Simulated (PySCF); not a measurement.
Magnetisability: `[BH3-][N+](C)(C)CC#C`, C5H12BN

Molfile (atoms numbered from 1):
```
C5H12BN
     RDKit          3D

 19 18  0  0  0  0  0  0  0  0999 V2000
   -1.8701   -0.0546    0.7938 B   0  0  0  0  0  0  0  0  0  0  0  0
   -0.3971    0.0078    0.0607 N   0  0  0  0  0  0  0  0  0  0  0  0
   -0.2473    1.2852   -0.6286 C   0  0  0  0  0  0  0  0  0  0  0  0
   -0.2833   -1.0822   -0.9027 C   0  0  0  0  0  0  0  0  0  0  0  0
    0.6316   -0.1285    1.1007 C   0  0  0  0  0  0  0  0  0  0  0  0
    1.9880   -0.0895    0.5893 C   0  0  0  0  0  0  0  0  0  0  0  0
    3.1000   -0.0545    0.1473 C   0  0  0  0  0  0  0  0  0  0  0  0
   -1.8995    0.8543    1.5664 H   0  0  0  0  0  0  0  0  0  0  0  0
   -1.9295   -1.1145    1.3386 H   0  0  0  0  0  0  0  0  0  0  0  0
   -2.6788    0.0583   -0.0736 H   0  0  0  0  0  0  0  0  0  0  0  0
   -1.0391    1.3848   -1.3675 H   0  0  0  0  0  0  0  0  0  0  0  0
    0.7265    1.3542   -1.1222 H   0  0  0  0  0  0  0  0  0  0  0  0
   -0.3495    2.0975    0.0878 H   0  0  0  0  0  0  0  0  0  0  0  0
    0.6898   -1.0660   -1.4021 H   0  0  0  0  0  0  0  0  0  0  0  0
   -1.0745   -0.9861   -1.6426 H   0  0  0  0  0  0  0  0  0  0  0  0
   -0.4127   -2.0334   -0.3907 H   0  0  0  0  0  0  0  0  0  0  0  0
    0.4636   -1.0756    1.6213 H   0  0  0  0  0  0  0  0  0  0  0  0
    0.4899    0.6784    1.8251 H   0  0  0  0  0  0  0  0  0  0  0  0
    4.0824   -0.0264   -0.2201 H   0  0  0  0  0  0  0  0  0  0  0  0
  1  2  1  0
  2  3  1  0
  2  4  1  0
  2  5  1  0
  5  6  1  0
  6  7  3  0
  1  8  1  0
  1  9  1  0
  1 10  1  0
  3 11  1  0
  3 12  1  0
  3 13  1  0
  4 14  1  0
  4 15  1  0
  4 16  1  0
  5 17  1  0
  5 18  1  0
  7 19  1  0
M  CHG  2   1  -1   2   1
M  END
```

Level of theory: GIAO HF/pcSseg-1 magnetisability, rotational g tensor and spin-rotation constants, non-relativistic, gas phase (PySCF 2.14.0). Geometry: GFN2-xTB.

What are the magnetisability and the molar susceptibility?

Isotropic -1317 × 10⁻³⁰ J/T², or -79.3 × 10⁻⁶ cm³/mol; principal values -1387, -1301, -1264 × 10⁻³⁰ J/T², anisotropy 110 × 10⁻³⁰ J/T² (root of half the summed squared differences of the principal values). The susceptibility is in cgs units.

Split it along the inertial axes a, b, c into diamagnetic and paramagnetic parts about the centre of mass, with the quadrupole moment.


```
axis  χ (10⁻⁶ cm³/mol)  diamagnetic (10⁻⁶ cm³/mol)  paramagnetic (10⁻⁶ cm³/mol)  summed x² of all electrons (Å²)  quadrupole Θ (D Å)
   a             -81.9                      -389.0                        307.2                            145.6               -9.68
   b             -77.8                      -807.0                        729.2                             47.1               +4.12
   c             -78.3                      -817.3                        739.0                             44.6               +5.56
```
Anisotropies 2χaa − χbb − χcc = -7.6 and 2χbb − χaa − χcc = +4.6 × 10⁻⁶ cm³/mol. Θ is traceless in Buckingham's convention.

And the rotational g tensor?


```csv
axis,rotational constant (GHz),g,nuclear part,electronic part
a,4.6435,-0.0009,0.6691,-0.6700
b,1.7625,-0.0105,0.5933,-0.6038
c,1.7358,-0.0106,0.5921,-0.6026
```
Asymmetric top; isotopes 11B, 12C, 1H, 14N; no vibrational averaging.
